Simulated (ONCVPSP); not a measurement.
**Logarithmic derivatives: scandium, ONCV**

ONCVPSP 4.0.1 input, shortened (lines: element, Z, core and valence counts, functional; n l f; lmax; l rc ep ncon nbas qcut; lloc lpopt rc5 dvloc0; l nproj debl; icmod fcfact rcfact), PBE, scalar-relativistic:

```
  Sc 21.00    3    4        4      upf
    1    0    2.00
    2    0    2.00
    2    1    6.00
    3    0    2.00
    3    1    6.00
    3    2    1.00
    4    0    2.00
    2
    0    1.65    0.00    4    7    8.10
    1    1.20    0.00    4    8    4.80
    2    1.95    0.00    4    8    8.70
    4    5    1.15    0.00
    0    2    1.90
    1    2    0.90
    2    2    3.30
    0    0.00    0.00
```

In the p channel the program set the typed energies aside and used -1.236, 0.250 Ha.

The phase is arctan(r·R′/R) of the radial function R(r), unwrapped; energies in Ha, scanned from -4 to 5 Ha. A pole is an energy at which the radial function vanishes at the test radius. The pseudo phase is shifted by a multiple of π to meet the all-electron one at the reference energy, and phase errors are pseudo minus all-electron; the curves can meet again beyond the range given. Levels narrower than the energy grid can be missing from the lists of poles.

For each channel, where are the poles, and over which energies does the pseudopotential scatter like the atom?

```json
{"channel": "s", "radius (bohr)": "1.68", "reference energy (Ha)": "-0.15", "poles, all-electron": "-1.49", "poles, pseudo": "-1.49", "unbroken range about the reference energy with phases within 0.05 rad": "the whole range", "phase error 1 Ha above the reference energy (rad)": "-0.000"}
{"channel": "p", "radius (bohr)": "1.22", "reference energy (Ha)": "-1.24", "poles, all-electron": "1.63", "poles, pseudo": "1.63", "unbroken range about the reference energy with phases within 0.05 rad": "the whole range", "phase error 1 Ha above the reference energy (rad)": "-0.000"}
{"channel": "d", "radius (bohr)": "1.98", "reference energy (Ha)": "-0.12", "poles, all-electron": "0.37, 4.67", "poles, pseudo": "0.38, 4.69", "unbroken range about the reference energy with phases within 0.05 rad": "the whole range", "phase error 1 Ha above the reference energy (rad)": "+0.001"}
```

Phases in the d channel:

```tsv
E (Ha)	all-electron	pseudo
-3.98	1.351	1.351
-3.74	1.343	1.343
-3.50	1.333	1.333
-3.26	1.322	1.322
-3.02	1.309	1.309
-2.78	1.294	1.294
-2.54	1.277	1.277
-2.30	1.256	1.256
-2.06	1.230	1.230
-1.82	1.196	1.197
-1.58	1.152	1.153
-1.34	1.090	1.090
-1.10	0.994	0.994
-0.86	0.825	0.825
-0.62	0.468	0.469
-0.38	-0.292	-0.291
-0.14	-1.024	-1.024
0.10	-1.369	-1.369
0.34	-1.551	-1.551
0.58	-1.677	-1.676
0.82	-1.790	-1.789
1.06	-1.918	-1.916
1.30	-2.098	-2.094
1.54	-2.406	-2.399
1.78	-2.964	-2.954
2.02	-3.629	-3.622
2.26	-4.044	-4.042
2.50	-4.263	-4.262
2.74	-4.389	-4.389
2.98	-4.472	-4.472
3.22	-4.530	-4.530
3.46	-4.575	-4.575
3.70	-4.610	-4.610
3.94	-4.640	-4.640
4.18	-4.666	-4.665
4.42	-4.690	-4.689
4.66	-4.712	-4.710
4.90	-4.733	-4.731
```
